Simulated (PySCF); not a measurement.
# Vertical excitation energies

Compound: C2H8FNSi.
SMILES: `CC[Si@H](N)F`

Theory: PySCF 2.14.0, density-fitted response routines, TDDFT PBE0/def2-SVPD, vertical, gas phase, core orbitals frozen in the response. One conformer (not necessarily the lowest) at the GFN2-xTB geometry, without solvent, vibrations or thermal averaging. Torsions of this conformer, `[CH3:1][CH2:2][Si@H:3]([NH2:4])[F:5]`: C1–C2–Si3–N4 -69°, H–N4–Si3–C2 57°, H–N4–Si3–C2 -161°.

Predict the UV-vis stick spectrum at this level.

| state | E (eV) | E (kJ/mol) | λ (nm) | f | \|μ\| (D) | main configurations (H = HOMO, L = LUMO) |
| --- | --- | --- | --- | --- | --- | --- |
| S1 | 6.66 | 642 | 186.3 | 0.029 | 1.06 | H→L (94%) |
| S2 | 7.02 | 677 | 176.6 | 0.0055 | 0.45 | H→L+1 (94%) |
| S3 | 7.71 | 744 | 160.7 | 0.041 | 1.18 | H→L+2 (90%) |
| S4 | 7.85 | 758 | 157.9 | 0.0037 | 0.35 | H-1→L (89%) |
| S5 | 8.24 | 795 | 150.4 | 0.0097 | 0.56 | H→L+4 (52%), H→L+3 (28%) |
| S6 | 8.35 | 806 | 148.4 | 0.016 | 0.71 | H-1→L+1 (87%) |
| S7 | 8.41 | 812 | 147.4 | 0.093 | 1.71 | H→L+3 (63%), H→L+4 (34%) |
| S8 | 8.74 | 843 | 141.9 | 0.0057 | 0.42 | H-1→L+2 (83%) |

Triplets (Tamm–Dancoff): T1 6.27 eV, H→L (85%); T2 6.75 eV, H→L+1 (88%); T3 7.37 eV, H→L+2 (71%), H-1→L (11%).

The lowest singlet comes at 186 nm (642 kJ/mol) in the vacuum ultraviolet; it is weak; its leading configuration is HOMO→LUMO (94%). The most intense listed level is S7 at 8.41 eV (147 nm, f = 0.093), 1.76 eV above S1. Löwdin shares by element: HOMO nitrogen 54%, silicon 14%, hydrogen 8% or more, carbon 8% or more (atoms not listed hold the other 16%); LUMO silicon 18%, carbon 17% or more, hydrogen 11% or more, nitrogen 10% (atoms not listed hold the other 44%). Of the 8 states listed, 4 reach f = 0.01 and none stays under 0.0005. The oscillator strengths of these states sum to 0.203; summed over the whole spectrum of an exact calculation they would give the number of electrons, 50 (Thomas–Reiche–Kuhn). Weighted by f, the mean energy of these states is 7.97 eV. No computed singlet lies in the visible range (380 to 750 nm); the lowest, at 186 nm, stands 3.39 eV above its violet end (3.26 eV). The window holds the lowest 8 singlets.
